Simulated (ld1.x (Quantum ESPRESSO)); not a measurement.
**What the settings do to the PAW potential of cadmium (Cd)**

Base potential:

Cd, PAW, made with ld1.x (Quantum ESPRESSO) 7.5 (PBE, scalar-relativistic). Core [Kr], reference 4d10 5s0 5p0 (charge +2). Waves: 5s (bound, empty): rcut 1.75, rcutus 1.95 bohr; 5s channel at -1.15 Ry: rcut 1.75, rcutus 1.95 bohr; 5p (bound, empty): rcut 1.90, rcutus 2.15 bohr; 5p channel at -0.25 Ry: rcut 1.90, rcutus 2.15 bohr; 4d (bound): rcut 0.90, rcutus 1.00 bohr; 4d channel at -1.75 Ry: rcut 0.90, rcutus 1.00 bohr; 4f channel at 0.05 Ry: rcut 1.55, rcutus 1.75 bohr. Local part: all-electron potential smoothed inside 2.15 bohr (lloc = -1). Core correction: Bessel-smoothed model core, default radius (core density twice the valence density). Augmentation charge: PSQ, inside the norm-conserving radii.

All-electron outer shells of the reference configuration (PBE, scalar-relativistic, ld1.x):

```
shell  level (eV)  outermost node (bohr)  outermost maximum (bohr)
   4p      -85.90                   0.43                      0.84
   4d      -30.44                   0.42                      0.98
   5s      -21.31                   1.06                      2.15
   5p      -14.59                   1.18                      2.60
```

Cutoffs, loose and tight: the cutoffs (Ry, on a coarse ladder) from which the occupation-weighted sum of valence levels, in a spherical-Bessel basis at the reference potential, stays within 10 and 1 mRy of its value at 400 Ry. They do not see the model core or the augmentation charge, which bear on the density cutoff. Test errors are all-electron minus pseudo excitation energies from the reference, over the configurations 4d10 5s2 5p0; 4d10 5s1 5p0; 4d9 5s0 5p0; 4d10 5s1 5p1; 4d8 5s0 5p0; 4d10 5s1.5 5p0; 4d9 5s2 5p1. A dash means not determined; rows that change the core or the reference have their own tests.

A true bound ghost makes a file unfit for plane-wave use even where its test errors are small: the radial tests pick states by their node count and pass the ghost by.

```tsv
change	outcome	cutoff, loose	cutoff, tight	bound ghosts	largest test error (meV)
base	generated	110 Ry	200 Ry	s, p	test run stopped at test 1 of 7 (negative rho)
local potential all-electron potential smoothed inside 0.96 bohr (lloc = -1)	generated	110 Ry	200 Ry	s, p	test run stopped at test 1 of 7 (negative rho)
local potential all-electron potential smoothed inside 1.24 bohr (lloc = -1)	generated	110 Ry	200 Ry	s, p	test run stopped at test 1 of 7 (negative rho)
local potential all-electron potential smoothed inside 1.50 bohr (lloc = -1)	generated	110 Ry	200 Ry	s, p	-565
local potential all-electron potential smoothed inside 1.80 bohr (lloc = -1)	generated	110 Ry	200 Ry	s, p	-567
local potential all-electron potential smoothed inside 2.10 bohr (lloc = -1)	generated	110 Ry	200 Ry	s, p	test run stopped at test 1 of 7 (negative rho)
```

Question: What comes out with this change to the base: local potential all-electron potential smoothed inside 2.46 bohr (lloc = -1)?

Answer: outcome: generated; cutoff, loose: 110 Ry; cutoff, tight: 200 Ry; bound ghosts: s; largest test error (meV): test run stopped at test 1 of 7 (negative rho).

Reading the sweep of the rcloc (base included, trends over the rows without a ghost): Bound ghosts are found at 0.96, 1.24, 1.5, 1.8, 2.1, 2.15, 2.46 bohr. Every judged row has one, so this setting neither creates nor removes them.
